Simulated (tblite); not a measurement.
Compound: C4H9FO2Si2.
Cartesian coordinates in Å at the GFN2-xTB level; atoms count from 1:
```
atom  x, y, z in Å
F1     3.4938    1.3010   -1.3076
Si2    2.5413    0.7569   -0.1486
O3     2.5454   -0.8790   -0.1889
Si4    1.1119   -1.5960   -0.4843
C5     0.0632    0.0315   -0.5246
C6    -0.8637    0.1770    0.6558
C7    -2.2509   -0.3835    0.5788
C8    -2.0440    1.1003    0.5812
O9     1.0144    1.1044   -0.5173
H10    3.0142    1.2057    1.1330
H11    0.7993   -2.4191    0.6737
H12    1.1751   -2.2509   -1.7828
H13   -0.5160    0.1532   -1.4461
H14   -0.3487    0.1123    1.6072
H15   -2.5543   -0.8559   -0.3435
H16   -2.6667   -0.8476    1.4597
H17   -2.3189    1.6580    1.4631
H18   -2.2042    1.6381   -0.3404
```

Method: GFN2-xTB as coded in tblite; computed harmonic values from a numerical Hessian at the method's own geometry, unscaled. This tight-binding method is rough: wavenumbers can miss measured ones by several per cent, in bad cases by 10 to 20. Modes of hydrogen on silicon can be 10 to 20 % off. One conformer, not necessarily the lowest.

Harmonic wavenumbers (cm⁻¹): 49.3, 52.1, 86.8, 149.3, 191.3, 260.6, 280.1, 301.4, 393.3, 422.5, 492.1, 517.7, 580.4, 606.2, 636.1, 685.2, 716.0, 751.0, 789.0, 801.6, 839.1, 862.3, 902.0, 905.4, 933.0, 988.7, 1011.4, 1057.4, 1067.0, 1077.4, 1102.2, 1128.5, 1153.6, 1199.8, 1245.5, 1269.9, 1389.8, 1439.5, 1490.1, 2326.6, 2339.3, 2489.3, 2908.9, 3037.4, 3089.2, 3093.4, 3095.2, 3113.0.

A = 2333, B = 789.9, C = 640.3 MHz; mass 164.013 u (most abundant isotopes); point group C1, symmetry number 1.

Task: What is the zero-point energy?

Result: ½Σν̃ = 27658 cm⁻¹ = 330.87 kJ/mol.

Task: What is S at 350 K and 1 bar for an ideal gas of classical rigid rotors and harmonic oscillators?

Result: Translation 175.79, rotation 127.47, vibration 149.57: S = 452.8 J/(mol K).

Task: And Cp and H(350 K) − H(0)?

Result: Cp = 194.45 J/(mol K), of which vibrations give 161.19 (their classical limit is 48 R = 399.1); H(350 K) − H(0) = 39.20 kJ/mol without the zero-point energy, 27.56 from vibrations.

Task: Blend soft modes into free rotors: weight 1/[1 + (100 cm⁻¹/ν̃)⁴] for the oscillator and the rest for a rotor with moment μB/(μ + B), μ = h/(8π²ν), B = 10⁻⁴⁴ kg m². What vibrational entropy results?

Result: 135.82 J/(mol K) in place of 149.57, which changes −T·S at 350 K by +4.81 kJ/mol.

Task: Which modes carry the vibrational entropy at 350 K?

Result: 49.3 cm⁻¹: 21.60; 52.1 cm⁻¹: 21.14; 86.8 cm⁻¹: 16.93; 149.3 cm⁻¹: 12.50; 191.3 cm⁻¹: 10.52; 260.6 cm⁻¹: 8.13 J/(mol K); the other 42 give 58.74 together.

Task: How do the functions run with temperature in this model?

Result: 
```csv
T (K),S (J/(mol K)),Cp (J/(mol K)),H − H(0) (kJ/mol),G − H(0) (kJ/mol),ln q(vib)
150,334.3,98.4,9.87,-40.28,3.21
250,395.7,146.8,22.09,-76.84,5.84
298.15,423.6,170.5,29.73,-96.56,7.12
400,480.2,215.2,49.46,-142.62,9.87
600,580.1,276.9,99.18,-248.91,15.26
900,703.6,330.6,191.10,-442.18,22.84
```

q(vib) and H(0) count from the zero-point level.

Hindered rotation and anharmonicity are outside this model. Other conformers, if any are populated, would add a mixing term that is left out. The structure is chiral; the term R ln 2 for an equal mix with its mirror image is left out.
